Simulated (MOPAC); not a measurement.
MOPAC input (PM3):

```
PM3 PRECISE GNORM=0.05 LET XYZ CHARGE=1 GEO-OK AUX(PRECISION=9) THREADS=1
H9N2Si2

N     2.23451400 1   -0.00769900 1   -0.28291400 1
Si    0.74605400 1    0.42290800 1    0.86910100 1
N    -0.55282300 1   -0.52974000 1    0.40153900 1
Si   -1.77542600 1   -0.16298300 1   -0.83238700 1
H     2.48592700 1   -0.99626100 1   -0.22188000 1
H     2.01265300 1    0.18246200 1   -1.26230700 1
H     3.07213200 1    0.53313800 1   -0.05399900 1
H     0.61908700 1    1.84776800 1    0.54987400 1
H     1.33145900 1    0.08516000 1    2.17133400 1
H    -0.71406000 1   -1.37153100 1    0.94296200 1
H    -1.22930200 1    1.02942700 1   -1.51606700 1
H    -1.86550500 1   -1.30737800 1   -1.75735600 1
H    -3.07301800 1    0.12034100 1   -0.19693800 1
```

From the output:

```
                                                       MOPAC v23.2.5 Linux

          FINAL HEAT OF FORMATION =        100.71926 KCAL/MOL =     421.40939 KJ/MOL

          COSMO AREA              =        141.04 SQUARE ANGSTROMS
          COSMO VOLUME            =        137.85 CUBIC ANGSTROMS

          GRADIENT NORM           =          0.03953          =       0.01096 PER ATOM
          IONIZATION POTENTIAL    =         13.179426 EV
          HOMO LUMO ENERGIES (EV) =        -13.179 -4.952
          NO. OF FILLED LEVELS    =         13
          MOLECULAR WEIGHT        =         93.2555         POINT GROUP:  C1

          MOLECULAR DIMENSIONS (Angstroms)

            Atom       Atom       Distance
            H    12    H     7     5.76713
            H    11    H     9     3.70360
            H    13    H     5     3.49500

          SCF CALCULATIONS        =         83

   ATOM   CHEMICAL          X               Y               Z
  NUMBER   SYMBOL      (ANGSTROMS)     (ANGSTROMS)     (ANGSTROMS)

     1       N          2.14032800  *   0.06227364  *  -0.29072643  *
     2      Si          0.69857207  *   0.40140987  *   0.90434793  *
     3       N         -0.47418769  *  -0.73786368  *   0.35331559  *
     4      Si         -1.66741273  *  -0.13011411  *  -0.82637205  *
     5       H          2.50613175  *  -0.87078214  *  -0.19622674  *
     6       H          1.85816282  *   0.17268838  *  -1.25224518  *
     7       H          2.90336765  *   0.69848106  *  -0.12854160  *
     8       H          0.39790805  *   1.83588998  *   0.63451749  *
     9       H          1.30787278  *   0.16848867  *   2.24062079  *
    10       H         -0.67429002  *  -1.56801555  *   0.86855981  *
    11       H         -0.88885687  *   0.67437250  *  -1.81980267  *
    12       H         -2.33590944  *  -1.27018254  *  -1.51925162  *
    13       H         -2.69657372  *   0.73716933  *  -0.18092553  *

                             CARTESIAN COORDINATES

   1    N        2.140328003     0.062273635    -0.290726427
   2   Si        0.698572069     0.401409875     0.904347929
   3    N       -0.474187691    -0.737863679     0.353315592
   4   Si       -1.667412728    -0.130114114    -0.826372049
   5    H        2.506131745    -0.870782136    -0.196226739
   6    H        1.858162821     0.172688376    -1.252245177
   7    H        2.903367654     0.698481057    -0.128541598
   8    H        0.397908049     1.835889983     0.634517491
   9    H        1.307872782     0.168488673     2.240620795
  10    H       -0.674290021    -1.568015552     0.868559812
  11    H       -0.888856870     0.674372501    -1.819802665
  12    H       -2.335909442    -1.270182542    -1.519251620
  13    H       -2.696573725     0.737169333    -0.180925528

           Empirical Formula: H9 N2 Si2  =    13 atoms

      MOLECULAR POINT GROUP   :   C1

                  EIGENVALUES
 -36.40611 -31.58217 -22.32646 -22.12073 -20.83359 -19.99537 -18.45835 -17.91225
 -16.44359 -15.73955 -15.47033 -14.42236 -13.17943  -4.95222  -4.03087  -3.22849
  -2.70608  -2.45985  -2.18530  -1.70519  -1.39335  -1.30931  -1.12257  -0.84424
   1.12697

              NET ATOMIC CHARGES AND DIPOLE CONTRIBUTIONS

  ATOM NO.   TYPE          CHARGE      No. of ELECS.   s-Pop       p-Pop
    1          N           0.399327        4.6007     1.25052     3.35015
    2         Si           0.766227        3.2338     0.96947     2.26431
    3          N          -0.366866        5.3669     1.41899     3.94788
    4         Si           0.623841        3.3762     0.93842     2.43774
    5          H           0.033340        0.9667     0.96666
    6          H           0.039187        0.9608     0.96081
    7          H           0.039072        0.9609     0.96093
    8          H          -0.125040        1.1250     1.12504
    9          H          -0.139511        1.1395     1.13951
   10          H           0.105240        0.8948     0.89476
   11          H          -0.147060        1.1471     1.14706
   12          H          -0.106666        1.1067     1.10667
   13          H          -0.121091        1.1211     1.12109
 DIPOLE           X         Y         Z       TOTAL
 POINT-CHG.     5.824     0.334     0.019     5.834
 HYBRID         0.546    -0.433    -0.082     0.702
 SUM            6.370    -0.099    -0.064     6.371

          ATOMIC ORBITAL ELECTRON POPULATIONS

     Atom    s        px        py        pz
    1  N   1.25052   1.18013   1.03425   1.13577
    2 Si   0.96947   0.70021   0.80712   0.75698
    3  N   1.41899   1.35621   1.20147   1.39020
    4 Si   0.93842   0.80573   0.85277   0.77925
    5  H   0.96666
    6  H   0.96081
    7  H   0.96093
    8  H   1.12504
    9  H   1.13951
   10  H   0.89476
   11  H   1.14706
   12  H   1.10667
   13  H   1.12109

 **********************
 *                    *
 * JOB ENDED NORMALLY *
 *                    *
 **********************

 == MOPAC DONE ==
```

The dipole moment of an ion depends on the origin.

The geometry given is a B3LYP-D3(BJ)/def2-TZVP minimum.
